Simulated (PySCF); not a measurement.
Dipole moment and polarisability of 2,5-dimethylbenzothiazole

Species: 2,5-dimethylbenzothiazole, C9H9NS.
SMILES with atom numbers: `[CH3:1][c:2]1[cH:3][cH:4][c:5]2[s:6][c:7]([CH3:8])[n:9][c:10]2[cH:11]1` (hydrogens: H12, H13, H14 on C1; H15 on C3; H16 on C4; H17, H18, H19 on C8; H20 on C11)

Geometry (PBE0-D3(BJ)/def2-SVP, Å), atoms numbered from 1 in this order:
```
atom  x, y, z in Å
C1    -3.3995    0.7010   -0.1870
C2    -2.0267    0.1169   -0.0133
C3    -1.8837   -1.2223    0.4088
C4    -0.6397   -1.8126    0.5803
C5     0.4961   -1.0423    0.3230
S6     2.1763   -1.4631    0.4367
C7     2.5874    0.1737   -0.0825
C8     4.0131    0.5779   -0.2221
N9     1.5816    0.9463   -0.3153
C10    0.3843    0.3017   -0.0996
C11   -0.8855    0.8713   -0.2645
H12   -3.3524    1.7625   -0.4661
H13   -3.9609    0.1705   -0.9729
H14   -3.9878    0.6204    0.7405
H15   -2.7824   -1.8131    0.6076
H16   -0.5561   -2.8505    0.9087
H17    4.0482    1.6213   -0.5598
H18    4.5470    0.4922    0.7369
H19    4.5381   -0.0555   -0.9538
H20   -0.9544    1.9110   -0.5914
```

Level: CAM-B3LYP/def2-SVPD (PySCF), static field, nuclei fixed, core orbitals frozen in the response. The polarisability tensor in these axes (au):

```
x   191.88  -2.36  -0.40
y    -2.36 124.65 -14.87
z    -0.40 -14.87  82.24
```

Give the principal values, the mean and the anisotropy Δα = √{½[(α1 − α2)² + (α2 − α3)² + (α1 − α3)²]}.

Principal values 77.54, 129.27 and 191.96 au; mean 132.92 au = 19.70 Å³ = 21.92 × 10⁻⁴⁰ C²·m²/J; Δα = 99.25 au (75 % of the mean).

What is the dipole moment, and where does it point?

(-0.03, -0.80, 0.25) D, 0.84 D in size, pointing from the negative to the positive side. Measured along this direction, the outermost atoms are H20 and H17 at the negative end and H16 at the positive end.

What are the principal values of the traceless quadrupole moment, Θ = ½Σq(3rr − r²1), about the centre of nuclear charge?

-9.44, -4.14, 13.59 D·Å. The values depend on the origin, since the dipole doesn't vanish. The electronic extent ⟨r²⟩ about the same centre is 2169 bohr², a root-mean-square distance of 2.66 Å for the 86 electrons.

In TDDFT the mean static polarisability is Σ f/ω² over all singlet excitations (ω in hartree). How much of it do the 10 lowest give? Their energies (eV) and oscillator strengths: 4.82, 0.0261; 5.26, 0.1096; 5.48, 0.0004; 5.63, 0.0002; 5.87, 0.1771; 6.03, 0.5556; 6.15, 0.0006; 6.49, 0.0086; 6.69, 0.4096; 6.72, 0.0028.

They add up to 25.89 au, 19.5 % of the 132.92 au; the largest single term is 11.32 au, from the state at 6.03 eV. Terms in order: 0.83, 2.93, 0.01, 0.00, 3.81, 11.32, 0.01, 0.15, 6.77, 0.05 au. Higher excitations give the rest. The strengths listed sum to 1.291.

Find the Langevin capture rate constant for NH4+ (18.034 u) meeting this molecule (163.046 u), k = 2.342 × 10⁻⁹ cm³/s × √(α in Å³ / reduced mass in u).

The reduced mass is 16.24 u, so k = 2.58 × 10⁻⁹ cm³/s. The formula leaves out the permanent dipole, which adds to the capture rate.

Give the principal axes and the span of the nuclei along them.

Largest value along (1.00, -0.04, 0.00), where the nuclei span 8.54 Å; middle along (0.03, 0.95, -0.30), 4.98 Å; least along (0.01, 0.30, 0.95), 1.81 Å. The response follows the extents in order.

Isolated species at its PBE0-D3(BJ)/def2-SVP geometry, gas phase.
